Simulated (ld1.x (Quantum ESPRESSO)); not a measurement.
**Before and after: TM potential for Ga (Z = 31)**

ld1.x (Quantum ESPRESSO) 7.5 input, shortened:

```
&input
   title='Ga', zed=31., rel=1, dft='PBESOL', iswitch=3,
   config='[Ar] 3d10 4s1 4p2'
 /
 &inputp
   pseudotype=2, tm=.true., lloc=0,
   nlcc=.true., new_core_ps=.true., rcore=0.90
 /
3
4P  2  1   2.00   0.00  2.15  2.15  0.0
3D  3  2  10.00   0.00  1.30  1.30  0.0
4S  1  0   1.00   0.00  1.45  1.45  0.0
 &test
   configts(1)='3d10 4s1 4p2'
 /
```

Change: wave 4p (bound): rc 2.15 bohr becomes 4p (bound): rc 2.64 bohr.

Cutoffs: the cutoffs (Ry, on a coarse ladder) from which the occupation-weighted sum of valence levels, in a spherical-Bessel basis at the reference potential, stays within 10 and 1 mRy of its value at 400 Ry; they do not see the model core or the augmentation charge, which bear on the density cutoff. Errors are all-electron minus pseudo energies relative to the spin-unpolarised reference configuration.

Task: How do hardness, ghosts and transferability respond?

Result: The potential gets neither clearly harder nor softer (180 Ry and 300 Ry → 180 Ry and 300 Ry); of the 7 tests that both files solve, the error grows in 4 and shrinks in 2 by more than 15 % and 0.3 meV (median size 2.7 → 2.0 meV); neither file shows a bound ghost.

| quantity | base | changed |
| --- | --- | --- |
| cutoff, loose | 180 Ry | 180 Ry |
| cutoff, tight | 300 Ry | 300 Ry |
| bound ghosts | none | none |
| error for 3d10 4s2 4p1, meV [ΔE -6.55 eV] | -0.3 | +2.0 |
| error for 3d10 4s2 4p0, meV [ΔE -0.87 eV] | -2.7 | +0.7 |
| error for 3d10 4s1 4p0, meV [ΔE 20.26 eV] | -8.3 | -13 |
| error for 3d10 4s1 4p1, meV [ΔE 6.53 eV] | -1.4 | -1.7 |
| error for 3d10 4s0 4p3, meV [ΔE 6.84 eV] | -2.3 | +0.7 |
| error for 3d9 4s0 4p0, meV [ΔE 115.23 eV] | -534 | -595 |
| error for 3d10 4s0 4p0, meV [ΔE 51.39 eV] | -43 | -59 |
